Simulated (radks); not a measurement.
Sc4+, 17 electrons, occupied as [Ne] 3s2 3p5 (the NIST ground configuration). Method: scalar-relativistic Kohn-Sham, PBE, spin-polarised, spherical densities, point nucleus; open shells are filled with parallel spins first; computed with a radial shooting solver on a logarithmic mesh with Libxc functionals.

Unscreened Slater integrals over Kohn-Sham orbitals (hartree). They are taken over the spin-up orbitals. Empty in this configuration: 3d.

\begin{tabular}{lr}
integral & value \\ \hline
F0(3p,3p) & 0.82909 \\
F2(3p,3p) & 0.42094 \\
F0(3p,3s) & 0.84994 \\
G1(3p,3s) & 0.56828 \\
F0(3p,2p) & 1.1196 \\
F2(3p,2p) & 0.22215 \\
G0(3p,2p) & 0.088722 \\
G2(3p,2p) & 0.091717 \\
F0(3p,3d) & 0.78525 \\
F2(3p,3d) & 0.38551 \\
G1(3p,3d) & 0.47739 \\
G3(3p,3d) & 0.29407 \\
F0(3s,3s) & 0.87291 \\
F0(3s,2p) & 1.1556 \\
G1(3s,2p) & 0.096362 \\
F0(3s,3d) & 0.80444 \\
G2(3s,3d) & 0.36918 \\
F0(2p,2p) & 2.9773 \\
F2(2p,2p) & 1.3939 \\
F0(2p,3d) & 1.0118 \\
F2(2p,3d) & 0.18907 \\
G1(2p,3d) & 0.13443 \\
G3(2p,3d) & 0.076080 \\
F0(3d,3d) & 0.75055 \\
F2(3d,3d) & 0.36533 \\
F4(3d,3d) & 0.23124 \\
\end{tabular}

Derived for the open shells (J is the average intra-shell exchange parameter used in DFT+U). 3p: J = F2/5 = 0.08419 hartree.
